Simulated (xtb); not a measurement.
CHCl₃, charge +1, doublet, from a rough starting geometry (a state made from the parent by changing its charge; the spin is typed, not shown lowest); GFN2-xTB in xtb 6.7.1.

xtb was given this input:
```
$ xtb mol.xyz --gfn 2 --chrg 1 --uhf 1 --opt vtight --json

# file mol.xyz
5

Cl    -0.77362832     1.49072157    -0.46305796
C     -0.00406277     0.05011385     0.14103656
Cl    -0.87730722    -1.42803309    -0.43360661
Cl     1.70470513    -0.08430636    -0.50254075
H      0.00948168     0.00201056     1.19576964
```

It wrote (shortened):

```
   ID    Z sym.   atoms
    1   17 Cl     1, 3, 4
    2    6 C      2
    3    1 H      5

           -------------------------------------------------
          |                Calculation Setup                |
           -------------------------------------------------

           -------------------------------------------------
          |                 G F N 2 - x T B                 |
           -------------------------------------------------

          ...................................................
          :                      SETUP                      :
          :.................................................:
          :  # basis functions                  35          :
          :  # atomic orbitals                  32          :
          :  # shells                           12          :
          :  # electrons                        25          :
          :  max. iterations                   250          :
          :  Hamiltonian                  GFN2-xTB          :
          :  restarted?                      false          :
          :  GBSA solvation                  false          :
          :  PC potential                    false          :
          :  electronic temp.          300.0000000     K    :
          :  accuracy                    1.0000000          :
          :  -> integral cutoff          0.2500000E+02      :
          :  -> integral neglect         0.1000000E-07      :
          :  -> SCF convergence          0.1000000E-05 Eh   :
          :  -> wf. convergence          0.1000000E-03 e    :
          :  Broyden damping             0.4000000          :
          :  net charge                          1          :
          :  unpaired electrons                  1          :
          ...................................................

 iter      E             dE          RMSdq      gap      omega  full diag
   1    -15.7529856 -0.157530E+02  0.457E+00    5.42       0.0  T
   2    -15.7483707  0.461495E-02  0.282E+00    5.58       1.0  T
   3    -15.6710084  0.773622E-01  0.534E+00    5.08       1.0  T
   4    -15.7454426 -0.744341E-01  0.206E+00    5.44       1.0  T
   5    -15.7384477  0.699484E-02  0.233E+00    5.48       1.0  T
   6    -15.7552090 -0.167613E-01  0.786E-01    5.54       1.0  T
   7    -15.7560288 -0.819813E-03  0.527E-01    5.55       1.0  T
   8    -15.7548308  0.119807E-02  0.783E-01    5.55       1.0  T
   9    -15.7565198 -0.168907E-02  0.239E-01    5.56       1.0  T
  10    -15.7565248 -0.494654E-05  0.241E-01    5.58       1.0  T
  11    -15.7566253 -0.100482E-03  0.151E-01    5.58       1.0  T
  12    -15.7566821 -0.568856E-04  0.579E-02    5.58       1.0  T
  13    -15.7566899 -0.779735E-05  0.223E-02    5.58       2.0  T
  14    -15.7566906 -0.617743E-06  0.141E-02    5.58       3.2  T
  15    -15.7566908 -0.226289E-06  0.119E-02    5.58       3.8  T
  16    -15.7566908 -0.196316E-07  0.893E-03    5.58       5.0  T
  17    -15.7566911 -0.250763E-06  0.202E-03    5.58      22.2  T
  18    -15.7566911  0.834100E-08  0.263E-03    5.58      17.0  T
  19    -15.7566911 -0.192256E-08  0.218E-03    5.58      20.6  T
  20    -15.7566911 -0.133639E-07  0.169E-04    5.58     264.2  T
  21    -15.7566911 -0.576783E-10  0.788E-05    5.58     567.3  T

   *** convergence criteria satisfied after 21 iterations ***

         :::::::::::::::::::::::::::::::::::::::::::::::::::::
         ::                     SUMMARY                     ::
         :::::::::::::::::::::::::::::::::::::::::::::::::::::
         :: total energy             -15.724343335824 Eh    ::
         :: gradient norm              0.056199582467 Eh/a0 ::
         :: HOMO-LUMO gap              5.579859536560 eV    ::
         ::.................................................::
         :: SCC energy               -15.756690543697 Eh    ::
         :: -> isotropic ES            0.124241662896 Eh    ::
         :: -> anisotropic ES         -0.007401299525 Eh    ::
         :: -> anisotropic XC         -0.001786753708 Eh    ::
         :: -> dispersion             -0.003529002905 Eh    ::
         :: repulsion energy           0.032347207873 Eh    ::
         :: add. restraining           0.000000000000 Eh    ::
         :: total charge               1.000000000000 e     ::
         :::::::::::::::::::::::::::::::::::::::::::::::::::::

      -----------------------------------------------------------
     |                   =====================                   |
     |                        A N C O P T                        |
     |                   =====================                   |
     |               Approximate Normal Coordinate               |
     |                Rational Function Optimizer                |
      -----------------------------------------------------------
      -----------------------------------------------------------
     |                   =====================                   |
     |                        A N C O P T                        |
     |                   =====================                   |
     |               Approximate Normal Coordinate               |
     |                Rational Function Optimizer                |
      -----------------------------------------------------------

          ...................................................
          :                      SETUP                      :
          :.................................................:
          :   optimization level         verytight          :
          :   max. optcycles                   200          :
          :   ANC micro-cycles                  20          :
          :   degrees of freedom                 9          :
          :.................................................:
          :   RF solver                   davidson          :
          :   write xtbopt.log                true          :
          :   linear?                        false          :
[...]
 * total energy  :   -15.7243433 Eh     change       -0.1638867E-10 Eh
 * total energy  :   -15.7283425 Eh     change       -0.3999126E-02 Eh
 * total energy  :   -15.7289720 Eh     change       -0.6295423E-03 Eh
 * total energy  :   -15.7302237 Eh     change       -0.1251745E-02 Eh
 * total energy  :   -15.7303070 Eh     change       -0.8327973E-04 Eh
 * total energy  :   -15.7303573 Eh     change       -0.5022191E-04 Eh
 * total energy  :   -15.7303736 Eh     change       -0.1639909E-04 Eh
 * total energy  :   -15.7303804 Eh     change       -0.6753300E-05 Eh
 * total energy  :   -15.7303815 Eh     change       -0.1103692E-05 Eh
 * total energy  :   -15.7303816 Eh     change       -0.4649161E-07 Eh
   *** GEOMETRY OPTIMIZATION CONVERGED AFTER 10 ITERATIONS ***
[...]
          ...................................................

 iter      E             dE          RMSdq      gap      omega  full diag
   1    -15.7563114 -0.157563E+02  0.177E-04    5.27       0.0  T
   2    -15.7563114  0.269011E-10  0.234E-04    5.27     191.5  T
   3    -15.7563114 -0.713758E-10  0.131E-04    5.27     340.7  T

   *** convergence criteria satisfied after 3 iterations ***

         :::::::::::::::::::::::::::::::::::::::::::::::::::::
         ::                     SUMMARY                     ::
         :::::::::::::::::::::::::::::::::::::::::::::::::::::
         :: total energy             -15.730381553937 Eh    ::
         :: gradient norm              0.000063633857 Eh/a0 ::
         :: HOMO-LUMO gap              5.267012060252 eV    ::
         ::.................................................::
         :: SCC energy               -15.756310865795 Eh    ::
         :: -> isotropic ES            0.125973155508 Eh    ::
         :: -> anisotropic ES         -0.007635918125 Eh    ::
         :: -> anisotropic XC         -0.001780732173 Eh    ::
         :: -> dispersion             -0.003501573140 Eh    ::
         :: repulsion energy           0.025929311858 Eh    ::
         :: add. restraining           0.000000000000 Eh    ::
         :: total charge               1.000000000018 e     ::
         :::::::::::::::::::::::::::::::::::::::::::::::::::::

           -------------------------------------------------
          |                Property Printout                |
           -------------------------------------------------

    * Orbital Energies and Occupations

         #    Occupation            Energy/Eh            Energy/eV
      -------------------------------------------------------------
         1        2.0000           -1.2867427             -35.0141
         2        2.0000           -1.2818695             -34.8814
         3        2.0000           -1.2818583             -34.8811
         4        2.0000           -0.8839679             -24.0540
         5        2.0000           -0.8025728             -21.8391
         6        2.0000           -0.7880651             -21.4443
         7        2.0000           -0.7880559             -21.4441
         8        2.0000           -0.6838299             -18.6080
         9        2.0000           -0.6838189             -18.6077
        10        2.0000           -0.6731330             -18.3169
        11        2.0000           -0.6731188             -18.3165
        12        1.9967           -0.6672227             -18.1561
        13        1.0033           -0.6563737             -17.8608 (HOMO)
        14                         -0.4628145             -12.5938 (LUMO)
        15                         -0.3897335             -10.6052
        16                         -0.3896373             -10.6026
        17                         -0.2524635              -6.8699
        18                         -0.2364104              -6.4331
        19                         -0.2364059              -6.4329
        20                         -0.2346303              -6.3846
        21                         -0.2346293              -6.3846
        22                         -0.2339326              -6.3656
        23                         -0.2314897              -6.2992
        24                         -0.2314837              -6.2990
       ...                                ...                  ...
        32                         -0.0820572              -2.2329
      -------------------------------------------------------------
                  HL-Gap            0.1935591 Eh            5.2670 eV
             Fermi-level           -0.6106952 Eh          -16.6179 eV

     #   Z          covCN         q      C6AA      α(0)
     1  17 Cl       1.067     0.201    93.393    14.785
     2   6 C        3.586     0.128    19.121     6.342
     3  17 Cl       1.067     0.201    93.395    14.785
     4  17 Cl       1.067     0.201    93.392    14.785
     5   1 H        0.921     0.270     0.806     1.404

 Mol. C6AA /au·bohr⁶  :       1173.292401
 Mol. C8AA /au·bohr⁸  :      45736.039864
 Mol. α(0) /au        :         52.100615

Wiberg/Mayer (AO) data.
largest (>0.10) Wiberg bond orders for each atom

 ---------------------------------------------------------------------------
     #   Z sym  total        # sym  WBO       # sym  WBO       # sym  WBO
 ---------------------------------------------------------------------------
     1  17 Cl   1.469 --     2 C    1.035     4 Cl   0.200     3 Cl   0.200
     2   6 C    3.926 --     4 Cl   1.035     1 Cl   1.035     3 Cl   1.035
                             5 H    0.820
     3  17 Cl   1.468 --     2 C    1.035     1 Cl   0.200     4 Cl   0.200
     4  17 Cl   1.469 --     2 C    1.035     1 Cl   0.200     3 Cl   0.200
     5   1 H    0.918 --     2 C    0.820
 ---------------------------------------------------------------------------

Topologies differ in total number of bonds
Writing topology from bond orders to xtbtopo.mol

molecular dipole:
                 x           y           z       tot (Debye)
 q only:        0.024       0.013       0.121
   full:        0.019       0.010      -0.243       0.621
molecular quadrupole (traceless):
                xx          xy          yy          xz          yz          zz
 q only:        0.778      -0.001       0.776      -0.027      -0.018      -1.553
  q+dip:        1.251      -0.001       1.248      -0.059      -0.035      -2.500
   full:        1.368      -0.001       1.365      -0.063      -0.038      -2.733

optimized geometry written to: xtbopt.xyz

           -------------------------------------------------
          | TOTAL ENERGY              -15.730381553937 Eh   |
          | GRADIENT NORM               0.000063633857 Eh/α |
          | HOMO-LUMO GAP               5.267012060252 eV   |
           -------------------------------------------------

normal termination of xtb
```
